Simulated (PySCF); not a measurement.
Ligands exchanged one at a time, Sn F-H. Isolated molecules, 0 K electronic values unless said otherwise. Strings in code marks are SMILES.

The numbers are results of M06-2X/def2-TZVP // PBE0-D3(BJ)/def2-TZVP run with PySCF, not measurements. All candidates: neutral, multiplicity 1. Delta-SCF ions had no search for a lower state. 

The HOMO comes out as -12.66 eV and the vertical ionisation energy (Delta-SCF) is 14.03 eV. The HOMO–LUMO gap is 11.61 eV.

Identify which member has these values.
(A) `[SnH4]`
(B) `[F][SnH2][F]`
(C) `[F][SnH]([F])[F]`
(D) `[F][SnH3]`

C, `[F][SnH]([F])[F]`. The others give `[F][SnH2][F]`: -11.24 eV, 12.68 eV, 11.02 eV; `[SnH4]`: -10.24 eV, 11.60 eV, 11.48 eV; `[F][SnH3]`: -10.64 eV, 12.03 eV, 10.44 eV
